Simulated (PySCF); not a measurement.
Bonds (- single, = double, # triple, : aromatic): C1=C2, C2-C3, C3-C4, C4=C5, C3-Si6, Si6-P7. C1 carries H8, H9; C2 carries H10; C3 carries H11; C4 carries H12; C5 carries H13, H14; Si6 carries H15, H16; P7 carries H17, H18. H9, H14 are cis to C3; H8, H13 are trans to C3.

Rapidly exchanging positions averaged, single conformer, non-relativistic, no solvent. σ from GIAO-PBE0/pcSseg-1; coordinates at the GFN2-xTB level; PySCF.

References, each an isolated molecule treated in the same way: ¹³C (σref 186.93) and ¹H (σref 31.72) and ²⁹Si (σref 349.16) vs TMS; ³¹P (σref 318.38) vs H3PO4.

```csv
atoms,nucleus,count,Hirshfeld charge,δ (ppm)
H9/H14,¹H,2,0.04,?
C1/C5,¹³C,2,-0.11,119.8
H17/H18,¹H,2,-0.01,0.82
H8/H13,¹H,2,0.05,5.29
Si6,²⁹Si,1,0.28,?
P7,³¹P,1,-0.02,-311.3
C3,¹³C,1,-0.10,47.4
H11,¹H,1,0.05,2.81
H10/H12,¹H,2,0.05,6.05
C2/C4,¹³C,2,-0.04,?
H15/H16,¹H,2,-0.08,4.23
```

Complete the table.

## Answers


- C2/C4: 145.7 ppm, alkene CH; as expected for a trigonal carbon in a double bond
- H9/H14: 5.23 ppm, hydrogen on a terminal =CH2 carbon; attached to an sp2 carbon and in the plane of the double bond
- Si6: -38.7 ppm, silicon bonded to C, P, 2 H

Shifts are as computed. Against solution values, carbons near 30 ppm lie about +3 ppm off and those near 130 ppm about +5 ppm. Of 1211 compounds with measured shifts, 218 miss one by over three times the rms of a fit or turn the order of signals round; such compounds aren't used in these exercises. Experimental scales use liquid or dissolved standards, which lie at an offset from isolated H3PO4.
